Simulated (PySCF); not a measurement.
KNa: frontier orbitals

M06-L at R = 3.571 Å; PySCF, no relativity, basis sets K def2-SVPD, Na def2-SVPD. State: ¹Σ⁺ (singlet), closed shell. Only the outer orbitals are listed, counted within each symmetry.

```
orbital  occ.  ε (eV)  on K (%)           main shells (%)
     6σ     2  -36.95       100                   100 K s
     7σ     2  -28.71         0                  100 Na p
     2π     2  -28.70         0                  100 Na p
     2π     2  -28.70         0                  100 Na p
     3π     2  -19.71       100                   100 K p
     3π     2  -19.71       100                   100 K p
     8σ     2  -19.67       100                   100 K p
     9σ     2   -2.38        40    57 Na s, 31 K s, 9 K p
    10σ     0   -0.81        43  38 K s, 32 Na p, 26 Na s
     4π     0   -0.63        49           51 Na p, 46 K p
     4π     0   -0.63        49           51 Na p, 46 K p
```

**Question.** Which are the highest filled and the lowest empty level, where do they sit, and how wide is the gap?

**Answer.** Highest filled 9σ at -2.38 eV (in %: 57 Na s, 31 K s, 9 K p); lowest empty 10σ at -0.81 eV (in %: 38 K s, 32 Na p, 26 Na s); the gap at M06-L is 1.57 eV.

| Property | Result |
| --- | --- |
| bond order (Mayer) | 0.97 |
| ⟨S²⟩ | 0.000 |
| charge on K (Mulliken, basis-dependent) | 0.20 |
| charge on K (Löwdin, basis-dependent) | 0.09 |
| dipole moment (positive dipole means K(−)Na(+)) | -5.35 D |

Closed-shell solutions of metal pairs were not tested for spin polarisation, which can lower them a little.
